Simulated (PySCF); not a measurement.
# Telling isomers of C6H11N3 apart by NMR

- shielding tensors at PBE0/pcSseg-1 (GIAO)
- GFN2-xTB geometry
- program: PySCF 2.14.0 with density-fitted response routines
- fast rotation and ring inversion assumed for equivalent nuclei, no relativistic terms, a single conformation, in vacuum

Scale: TMS for 1H (σ = 31.72 ppm), 13C (σ = 186.93 ppm) (reference shieldings calculated alike). Where no couplings were computed, multiplicities follow the n + 1 count of equivalent neighbours, and m marks all less simple cases (inequivalent or close neighbours, rings, F or P nearby). Shifts are as computed. Against solution values, carbons near 30 ppm lie about +3 ppm off and those near 130 ppm about +5 ppm. Of 1211 compounds with measured shifts, 218 miss one by over three times the rms of a fit or turn the order of signals round; such compounds aren't used in these exercises. OH and NH positions are gas-phase values without hydrogen bonding to other molecules.

(1) Tabulate the signals of `CC(C)Cn1nccn1`, `CC(C)c1nncn1C`, `CCc1nnn(C)c1C`, `Cc1n[nH]c(C(C)C)n1`, `CC(C)c1cnn(C)n1` and their relative energies.

(2) What is the quickest way to tell CC(C)c1nncn1C from CC(C)c1cnn(C)n1?

(3) What is the quickest way to tell CC(C)c1nncn1C from CCc1nnn(C)c1C?

(4) What is the quickest way to tell CCc1nnn(C)c1C from CC(C)c1cnn(C)n1?

Results:

(1) 
| SMILES | carbon types | δC | δH | E rel. (kcal/mol) |
| --- | --- | --- | --- | --- |
| CC(C)Cn1nccn1 | 3×CH 1×CH2 2×CH3 | 138.4, 63.8, 35.9, 22.1 | 7.64 (s, 2H), 4.22 (d, 2H), 1.98 (m, 1H), 0.99 (d, 6H) | 20.1 |
| CC(C)c1nncn1C | 1×C 2×CH 3×CH3 | 162.9, 146.0, 30.8, 28.6, 24.6 | 7.56 (s, 1H), 3.67 (s, 3H), 2.81 (sept, 1H), 1.49 (d, 6H) | 14.9 |
| CCc1nnn(C)c1C | 2×C 1×CH2 3×CH3 | 151.5, 134.2, 34.8, 23.5, 19.1, 10.0 | 3.99 (s, 3H), 2.84 (q, 2H), 2.37 (s, 3H), 1.18 (t, 3H) | 20.6 |
| Cc1n[nH]c(C(C)C)n1 | 2×C 1×CH 3×CH3 | 165.1, 164.1, 31.7, 25.2, 15.8 | 9.52 (br s, 1H), 3.28 (sept, 1H), 2.50 (s, 3H), 1.26 (d, 6H) | 0.0 |
| CC(C)c1cnn(C)n1 | 1×C 2×CH 3×CH3 | 160.5, 134.5, 41.2, 30.3, 26.7 | 7.50 (s, 1H), 4.17 (s, 3H), 3.12 (sept, 1H), 1.28 (d, 6H) | 18.9 |

Energies are electronic energies at PBE0/pcSseg-1 on these geometries, without zero-point or thermal terms, each for the one conformer computed, which needn't be the lowest.

(2) Both give the same number of carbon signals, with the same numbers of each carbon type, so the positions decide. The first has an aromatic CH between two ring heteroatoms at 146.0 ppm, the second an aromatic CH next to a ring nitrogen at 134.5 ppm. Their most deshielded carbons lie at 162.9 and 160.5 ppm.

(3) Count the carbon signals: 5 against 6. The first has an aromatic CH between two ring heteroatoms at 146.0 ppm, the second an sp3 CH2 on an aromatic ring at 23.5 ppm. Their most deshielded carbons lie at 162.9 and 151.5 ppm. In the proton spectra the most deshielded non-exchanging signals are 7.56 (s, 1H) and 3.99 (s, 3H).

(4) Count the carbon signals: 6 against 5. The first has an sp3 CH2 on an aromatic ring at 23.5 ppm, the second an aromatic CH next to a ring nitrogen at 134.5 ppm. Their most deshielded carbons lie at 151.5 and 160.5 ppm. In the proton spectra the most deshielded non-exchanging signals are 3.99 (s, 3H) and 7.50 (s, 1H).
